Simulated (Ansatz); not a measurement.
AlFH4OSSi, SMILES `[F][Al]([SH])[O][SiH3]`, relaxed with RKS PBE0-D4/def2-TZVP in Ansatz from a PBE-D4/def2-SVP geometry. The force threshold is 0.005 eV/Å; the program also tests the step.

Total charge 0; spin multiplicity 1.

Start:

```xyz
9

F     0.360    1.372    2.555
Al   -0.104    1.306    0.952
S    -0.908    3.110    0.038
O     0.040   -0.133    0.065
Si    0.354   -1.674   -0.484
H    -1.086    2.465   -1.150
H     1.835   -1.869   -0.669
H    -0.155   -2.696    0.497
H    -0.335   -1.881   -1.805
```

| step | energy (eV) | largest force (eV/Å) | largest move (Å) |
| --- | --- | --- | --- |
| 1 | -30133.0436 | 0.759 | 0.000 |
| 2 | -30133.0945 | 0.494 | 0.032 |
| 3 | -30133.1074 | 0.106 | 0.045 |
| 4 (rejected) | -30133.1034 | 0.435 | 0.060 |
| 5 | -30133.1101 | 0.048 | 0.029 |
| 6 | -30133.1105 | 0.011 | 0.016 |
| 7 | -30133.1108 | 0.020 | 0.034 |
| 8 | -30133.1109 | 0.006 | 0.013 |
| 9 (rejected) | -30133.1108 | 0.025 | 0.049 |
| 10 | -30133.1109 | 0.013 | 0.024 |
| 11 | -30133.1110 | 0.013 | 0.008 |
| 12 | -30133.1110 | 0.015 | 0.008 |
| 13 | -30133.1110 | 0.015 | 0.003 |
| 14 | -30133.1110 | 0.003 | 0.004 |

End:

```xyz
9

F     0.346    1.405    2.533
Al   -0.093    1.280    0.957
S    -0.913    3.039    0.010
O     0.096   -0.158    0.138
Si    0.351   -1.645   -0.475
H    -1.070    2.390   -1.157
H     1.806   -1.861   -0.684
H    -0.170   -2.678    0.457
H    -0.351   -1.771   -1.779
```

Run time 50 s (4 threads of an Arm Neoverse V1 on a shared host); peak host memory 0.55 GiB.
